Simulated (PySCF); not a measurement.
C3H4Cl2O2.
Numbering: `[O:1]=[C:2]([OH:3])[CH2:4][CH:5]([Cl:6])[Cl:7]` (hydrogens: H8 on O3; H9, H10 on C4; H11 on C5)

Cartesian coordinates in Å at the GFN2-xTB level; atoms count from 1:
```xyz
11
C3H4Cl2O2 angstrom
O      0.8425   -1.6210   -0.5397
C      1.0259   -0.5250   -0.0913
O      2.1623   -0.1464    0.4901
C      0.0221    0.6136   -0.1341
C     -1.3951    0.0730   -0.0979
Cl    -2.5632    1.3593   -0.4686
Cl    -1.7461   -0.5982    1.5119
H      2.8061   -0.8732    0.5020
H      0.2101    1.2955    0.6956
H      0.1770    1.1565   -1.0706
H     -1.5362   -0.7314   -0.8234
```

Method used: TDDFT CAM-B3LYP/def2-SVPD, vertical, gas phase, core orbitals frozen in the response (PySCF 2.14.0, density-fitted response routines).

Broadening: Gaussians 0.3 eV wide at half height, area fixed by f = 4.319×10⁻⁹ ∫ε dν̃. The width is an assumption, not a result. The curve ends short of the highest state used, and states not computed would add to its high-energy end.

```json
{"E (eV)": "5.50", "ε (L mol⁻¹ cm⁻¹)": "0"}
{"E (eV)": "5.56", "ε (L mol⁻¹ cm⁻¹)": "0"}
{"E (eV)": "5.62", "ε (L mol⁻¹ cm⁻¹)": "0"}
{"E (eV)": "5.68", "ε (L mol⁻¹ cm⁻¹)": "1"}
{"E (eV)": "5.74", "ε (L mol⁻¹ cm⁻¹)": "3"}
{"E (eV)": "5.81", "ε (L mol⁻¹ cm⁻¹)": "6"}
{"E (eV)": "5.87", "ε (L mol⁻¹ cm⁻¹)": "10"}
{"E (eV)": "5.93", "ε (L mol⁻¹ cm⁻¹)": "12"}
{"E (eV)": "5.99", "ε (L mol⁻¹ cm⁻¹)": "11"}
{"E (eV)": "6.05", "ε (L mol⁻¹ cm⁻¹)": "9"}
{"E (eV)": "6.11", "ε (L mol⁻¹ cm⁻¹)": "5"}
{"E (eV)": "6.17", "ε (L mol⁻¹ cm⁻¹)": "3"}
{"E (eV)": "6.23", "ε (L mol⁻¹ cm⁻¹)": "1"}
{"E (eV)": "6.29", "ε (L mol⁻¹ cm⁻¹)": "0"}
{"E (eV)": "6.36", "ε (L mol⁻¹ cm⁻¹)": "0"}
{"E (eV)": "6.42", "ε (L mol⁻¹ cm⁻¹)": "0"}
{"E (eV)": "6.48", "ε (L mol⁻¹ cm⁻¹)": "0"}
{"E (eV)": "6.54", "ε (L mol⁻¹ cm⁻¹)": "0"}
{"E (eV)": "6.60", "ε (L mol⁻¹ cm⁻¹)": "0"}
{"E (eV)": "6.66", "ε (L mol⁻¹ cm⁻¹)": "3"}
{"E (eV)": "6.72", "ε (L mol⁻¹ cm⁻¹)": "13"}
{"E (eV)": "6.78", "ε (L mol⁻¹ cm⁻¹)": "48"}
{"E (eV)": "6.84", "ε (L mol⁻¹ cm⁻¹)": "147"}
{"E (eV)": "6.91", "ε (L mol⁻¹ cm⁻¹)": "410"}
{"E (eV)": "6.97", "ε (L mol⁻¹ cm⁻¹)": "781"}
{"E (eV)": "7.03", "ε (L mol⁻¹ cm⁻¹)": "1197"}
{"E (eV)": "7.09", "ε (L mol⁻¹ cm⁻¹)": "1475"}
{"E (eV)": "7.15", "ε (L mol⁻¹ cm⁻¹)": "1464"}
{"E (eV)": "7.21", "ε (L mol⁻¹ cm⁻¹)": "1170"}
{"E (eV)": "7.27", "ε (L mol⁻¹ cm⁻¹)": "759"}
{"E (eV)": "7.33", "ε (L mol⁻¹ cm⁻¹)": "416"}
{"E (eV)": "7.39", "ε (L mol⁻¹ cm⁻¹)": "240"}
{"E (eV)": "7.46", "ε (L mol⁻¹ cm⁻¹)": "263"}
{"E (eV)": "7.52", "ε (L mol⁻¹ cm⁻¹)": "498"}
{"E (eV)": "7.58", "ε (L mol⁻¹ cm⁻¹)": "1019"}
{"E (eV)": "7.64", "ε (L mol⁻¹ cm⁻¹)": "1963"}
```

(1) Where are the band maxima, and which computed states make them?

(2) Does any computed singlet lie in the visible range?

(3) Coming from long wavelengths, where does ε first pass 100 L mol⁻¹ cm⁻¹?

Results:

(1) 208 nm (5.95 eV), ε about 12, made up of S1 (100%); 174 nm (7.12 eV), ε about 1500, made up of S2 (37%) and S3 (63%) (ε in L mol⁻¹ cm⁻¹; maxima over ε = 5, shares over 10%). At its high-energy end, 7.64 eV, the curve is still rising (ε about 2000, from S5 and S6). The states used: S1 5.95 eV (f 0.0001); S2 7.09 eV (f 0.0063); S3 7.13 eV (f 0.011); S4 7.41 eV (f 0.0001); S5 7.63 eV (f 0.0043); S6 7.85 eV (f 0.065); S7 8.17 eV (f 0.0014); S8 8.24 eV (f 0.0061).

(2) No computed singlet lies in the visible range (380 to 750 nm); the lowest, at 208 nm, stands 2.69 eV above its violet end (3.26 eV).

(3) At about 182 nm (6.82 eV), 0.87 eV above S1.

One conformer stands for the species.
